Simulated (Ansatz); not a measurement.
The first iterations of a band of ClH3Sn + FH (7 atoms, charge 0, multiplicity 1).

The calculation used Ansatz, RKS PBE0-D4/def2-SVP.

- movable images: 7
- climbing image: yes
- spring: 5.0 eV/Å²
- optimiser: quadratic models (default)
- start path: through a guess of the saddle point
- force threshold: 0.05 eV/Å
- iteration limit: 42
- end points: relaxed

First end point:

```xyz
7
Properties=species:S:1:pos:R:3
Sn 0.179 0.000 -0.108
Cl 0.131 0.000 2.290
H 1.856 0.000 -0.442
H -0.578 1.442 -0.596
H -0.578 -1.442 -0.596
F -2.605 0.000 1.166
H -1.978 0.000 1.859
```

Last end point:

```xyz
7
Properties=species:S:1:pos:R:3
Sn -0.337 0.000 -0.542
Cl -0.218 0.000 3.374
H 1.111 0.000 0.350
H -0.642 1.433 -1.413
H -0.642 -1.433 -1.413
F -1.762 0.000 0.828
H -1.083 0.000 2.390
```

| iteration | highest image above the first end (eV) | largest band force component (eV/Å) |
| --- | --- | --- |
| 1 | 2.073 | 4.518 |
| 2 | 1.224 | 2.783 |

Q: Does the band converge within its limit, and where does its top end?

A: The run converged. It ended after 8 iterations with the highest image 0.851 eV above the first end. A vibrational analysis at the climbing image gives 2 clearly imaginary modes (359i, 144i cm⁻¹): a point of higher order. A lower path may pass nearby, or the ends, which weren't checked, may share the extra mode. The orbitals stay closed-shell, which can raise the energy where a bond breaks towards radicals; this wasn't checked here.

Time of the run: 3.1 min on 1 thread of Arm Neoverse V2, on a shared host, peak memory 0.17 GiB.
